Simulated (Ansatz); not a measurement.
Geometry optimisation, RKS r2SCAN-D4/def2-SVP (Ansatz).

Input file:

```yaml
crystal:
  periodic: [false, false, false]
  atoms:
    - { symbol: Zn, position_ang: [-0.321474, -0.047768, 0.028409] }
    - { symbol: O, position_ang: [-0.314881, 0.253037, 1.788954] }
    - { symbol: H, position_ang: [-0.929138, -0.293685, 2.297938] }
    - { symbol: O, position_ang: [-0.439105, -0.18481, -1.721774] }
    - { symbol: H, position_ang: [0.338222, -0.595344, -2.123014] }
    - { symbol: Cl, position_ang: [2.781686, -0.904018, 1.225856] }
    - { symbol: H, position_ang: [1.77469, -0.410012, 1.95343] }
basis:
  gaussian: { orbitals: def2-SVP }
hamiltonian:
  xc: r2scan
  dispersion: d4
relax:
  f_tol: 0.03
  max_steps: 50
output:
  orbitals: {}
```

Command:

```bash
$ ansatz run input.yaml --threads 2 --pin off --max-ram 3072MiB --backend cpu --events-out ev --progress --plain --runs-dir out
```

**Question.** Where does it end, and by what steps?

**Answer.** The run converged. After 29 steps the energy has fallen by 1.545 eV; H7 moved furthest, 2.01 Å. Parted: Cl6–H7 (1.34 → 4.09 Å). Joined: Zn1–Cl6 (3.43 → 2.11 Å), O2–H7 (2.20 → 0.97 Å).

```csv
step,energy less start (eV),largest force component (eV/Å),accepted
0,0.0000,0.873,yes
2,-0.2448,0.756,yes
4,-0.3740,0.537,yes
6,-0.9151,1.115,yes
8,-1.3113,0.702,yes
10,-1.4155,0.325,yes
12,-1.4503,0.378,yes
14,-1.4595,0.234,yes
16,-1.4616,0.078,yes
18,-1.4637,0.287,yes
20,-1.4664,0.773,yes
22,-1.4910,0.682,yes
24,-1.5290,0.594,yes
26,-1.5443,0.046,yes
28,-1.5454,0.045,yes
29,-1.5455,0.013,yes
```

```xyz
7
Properties=species:S:1:pos:R:3
Zn 1.266 -0.412 0.092
O 0.035 0.143 1.734
H -0.699 0.059 1.078
O -0.378 -0.363 -0.671
H -0.502 -0.415 -1.623
Cl 3.335 -0.741 0.373
H -0.167 -0.454 2.467
```

Whether the end is a true minimum wasn't checked by a vibrational analysis.

The run took 2.1 min on 2 threads of Arm Neoverse V2, on a shared host, peak memory 0.15 GiB.
